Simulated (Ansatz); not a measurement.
Saddle point of SiH$_{6}$OF$_{2}$, singlet (SiH₃F ([F][SiH3]) + H₂O + HF → SiH₄O ([OH][SiH3]) + HF + HF; bonds formed: Si1–O7, F2–H8, H6–F9; bonds broken: Si1–F2, H6–O7, H8–F9), PBE0-D4/def2-TZVP structure:

Si1  (-0.643, 0.430, -0.773)
F2  (0.223, -1.344, -0.661)
H3  (-1.141, 1.847, -0.603)
H4  (0.054, 0.510, -2.071)
H5  (-1.896, -0.340, -0.632)
H6  (0.837, -0.219, 1.175)
O7  (0.349, 0.641, 0.694)
H8  (0.789, -1.558, 0.321)
F9  (1.256, -1.393, 1.332)
H10  (0.174, 1.427, 1.216)
(Å)

Energies are electronic, without zero-point energy. Barriers and step energies count from the start structure reached by relaxing down the imaginary mode; all methods use the PBE0-D4 structures, on which another method's saddle can fall below an end. Program: Ansatz 0.2.0. Basis: def2-TZVPP, with def2-QZVPP for the basis limit. Cores are frozen in the correlated methods. B3LYP uses VWN-RPA correlation. Extrapolation: Hartree–Fock as exp(−7.88 √X), correlation as X^−2.97.

```csv
method,barrier (kJ/mol),step energy (kJ/mol)
SPW92,0.0,4.2
PBE-D4,?,15.2
BLYP-D4,75.1,19.9
r2SCAN-D4,?,20.4
B97M-V,88.9,28.6
PBE0-D4,68.4,17.1
B3LYP-D4,81.4,20.9
r2SCAN0-D4,71.8,20.7
BHLYP-D4,95.7,24.5
CAM-B3LYP-D4,73.9,20.4
wB97X-V,79.5,22.4
wB97M-V,78.1,23.8
B2PLYP,85.5,21.9
PBE-QIDH,77.5,19.0
RPA on PBE,88.9,23.7
HF,150.7,34.3
MP2,?,20.0
CCSD,98.6,24.1
CCSD(T),88.7,22.1
```

Fill in the withheld barriers. (To be estimated.)

The calculation gives: r2SCAN-D4 63.1; MP2 82.8; PBE-D4 56.0 kJ/mol. Each is the energy of the saddle less that of the start structure, by the same method.

For comparison, the barrier by CCSD(T) at an estimated basis limit (MP2 extrapolated from triple and quadruple zeta, plus CCSD(T) − MP2 in triple zeta) is 91.1 kJ/mol.

The T1 diagnostic stays at or below 0.011.

Labels in which every atom is bracketed show which atoms are joined, not bond orders.

For scale, one of the runs: CCSD(T)/def2-TZVPP, 219 basis functions (an equivalent command: `ansatz run in.yaml --threads 4`). Hardware: 4 CPU threads, shared host. Wall time 96 s; peak host memory 3.5 GiB.
